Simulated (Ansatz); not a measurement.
Calculated with Ansatz (gas phase, PBE0-D4/def2-TZVP geometries, no zero-point term in ΔE). CBS: MP2 limit from def2 TZ/QZ plus the TZ coupled-cluster correction, frozen cores. Double bonds are as drawn, so ΔE can hold a change between cis and trans. DFT in def2-TZVPP. B3LYP here is the variant with VWN-RPA as its local correlation; programs differ in this. For Br, Ga outer-core shells are correlated without core-valence functions, which leaves a few kJ/mol of doubt a bond. Scalar relativity is left out up to krypton. Each species was taken in one conformer, which may not be the lowest.

Consider the formal exchange of groups at a Ga–H bond: `[NH2][GaH][Br]` + `C/C=C(\N)O` → `[NH2][Ga]([NH2])[Br]` + `C/C=C/O`.

`[NH2][GaH][Br]`:

Z-matrix (Å, degrees):
```
N
Ga 1 1.800
H 1 1.006 2 123.0
H 1 1.005 2 124.2 3 180.0
Br 2 2.293 1 113.9 3 0.0
H 2 1.547 1 125.6 3 -180.0
```

`C/C=C(\N)O`:

Cartesian coordinates in Å:
```
C 1.023 0.041 1.329
C -0.289 0.423 0.732
C -0.698 0.113 -0.498
N 0.059 -0.456 -1.520
O -1.977 0.377 -0.888
H 0.896 -0.324 2.352
H 1.518 -0.759 0.769
H 1.722 0.883 1.380
H -0.979 1.003 1.333
H -0.351 -1.302 -1.894
H 1.025 -0.605 -1.271
H -1.951 0.604 -1.824
```

`[NH2][Ga]([NH2])[Br]`:

Cartesian coordinates in Å:
```
N -1.584 -0.058 0.461
Ga 0.045 -0.361 -0.265
N 1.507 0.672 -0.009
Br 0.273 -2.195 -1.616
H -1.706 0.555 1.249
H -2.281 -0.784 0.442
H 1.436 1.611 0.346
H 2.309 0.560 -0.607
```

`C/C=C/O`:

Z-matrix (Å, degrees):
```
C
C 1 1.491
H 1 1.095 2 111.6
H 1 1.092 2 111.1 3 120.2
H 1 1.095 2 111.6 3 -119.6
C 2 1.328 1 123.6 3 -120.2
H 2 1.090 1 117.5 3 59.7
O 6 1.355 2 127.0 1 -180.0
H 6 1.085 2 122.1 1 0.0
H 8 0.963 6 109.0 2 0.0
```

Task: Is it downhill or uphill in electronic energy at CCSD(T)/CBS, and by how much? (An estimate is asked.)

Result: Computed: Downhill: ΔE = -17.3 kcal/mol.

Task: What do these levels give: ωB97M-V, PBE, B3LYP, HF/def2-QZVPP, HF/CBS(def2), CCSD/CBS(def2)? (An estimate is asked.)

Result: Computed: ωB97M-V -14.4, PBE -12.8, B3LYP -14.7, HF/def2-QZVPP -16.9, HF/CBS(def2) -16.9, CCSD/CBS(def2) -17.5 kcal/mol.

Largest T1 diagnostic among the species: 0.011.
